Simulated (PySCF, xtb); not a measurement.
CH9N3Si, SMILES NC[SiH](N)N.

GFN2-xTB (xtb) at its own geometry gives an orbital gap of 5.43 eV and a dipole moment of 1.77 D.

Geometry: r2SCAN-D4/def2-SVP. This is a generated structure with no PubChem entry under its InChIKey; it may be hypothetical. Other conformers were not sampled.

**Question.** What does HF/def2-TZVP run with PySCF give? (Estimate from the structure and the level; the computed values follow.)

**Answer.** gap 12.88 eV (levels -9.60 and 3.27 eV), dipole 1.66 D.
